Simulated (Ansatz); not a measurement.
Gas-phase electronic energies from Ansatz, PBE0-D4/def2-TZVP geometries. CCSD(T)/CBS adds triple-zeta CCSD(T) − MP2 to the extrapolated MP2 energy (def2 sets, frozen cores). This one scheme is used for every species. DFT in def2-TZVPP. For Ga outer-core shells are correlated without core-valence functions, which leaves a few kJ/mol of doubt a bond. Scalar relativity is left out up to krypton. Each species was taken in one conformer, which may not be the lowest.

Consider the formal exchange of groups at a Ga–C bond: `C[Si](C)(C)[CH2][Ga]([F])[Cl]` + SiH₄ → `[F][Ga]([SiH3])[Cl]` + `C[Si](C)(C)C`.

```json
{"level": "BHLYP-D4", "ΔE (kcal/mol)": "-2.1"}
{"level": "PBE-QIDH", "ΔE (kcal/mol)": "-2.5"}
```

**Question.** What does CCSD(T)/CBS give? (Estimate.)

**Answer.** Computed: -1.2 kcal/mol. The listed levels differ from it by -0.9, -1.3 kcal/mol.

Largest T1 diagnostic among the species: 0.013.

From PBE to PBE0 (25 % exact exchange), in def2-TZVPP and without D4, ΔE moves by +0.9 kcal/mol. Leaving LDA and LC-ωPBE aside and taking each functional with its dispersion term where it has one, the values, not all of them listed here, spread over 2.5 kcal/mol, from PBE-D4 to BHLYP-D4. LDA lies +2.5 kcal/mol from PBE without D4. In def2-TZVPP, CCSD(T) changes the Hartree–Fock value by +3.3 kcal/mol (the triples alone add +0.6 kcal/mol) and MP2 by +5.0 kcal/mol.
